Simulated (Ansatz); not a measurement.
Reaction (substitution at a C–C bond): `C/C=C/CO` + `OC(F)[TeH]` → `COC(F)[TeH]` + `C=CCO`

Gas-phase electronic energies from Ansatz, PBE0-D4/def2-TZVP geometries. CBS: MP2 limit from def2 TZ/QZ plus the TZ coupled-cluster correction, frozen cores. Functionals use def2-TZVPP. B3LYP here is the variant with VWN-RPA as its local correlation; programs differ in this. def2 core potentials past Kr. For Te outer-core shells are correlated without core-valence functions, which leaves a few kJ/mol of doubt a bond. Each species was taken in one conformer, which may not be the lowest.

```tsv
species	B3LYP-D4 energy (Eh)
`C/C=C/CO`	-232.55234
`OC(F)[TeH]`	-483.17758
`COC(F)[TeH]`	-522.49364
`C=CCO`	-193.21409
```

(1) Work out ΔE.

Largest T1 diagnostic among the species: 0.012.

Results:

(1) ΔE = (-522.49364) + (-193.21409) − (-232.55234) − (-483.17758) = 0.02219 Eh = +58.3 kJ/mol. CCSD(T)/CBS gives +60.0 kJ/mol.

Leaving LDA and LC-ωPBE aside and taking each functional with its dispersion term where it has one, the values, not all of them listed here, spread over 9.7 kJ/mol, from CAM-B3LYP-D4 to HSE06-D4. LDA lies +3.6 kJ/mol from PBE without D4. In def2-TZVPP, CCSD(T) changes the Hartree–Fock value by +7.2 kJ/mol (the triples alone add +0.7 kJ/mol) and MP2 by +12.5 kJ/mol.
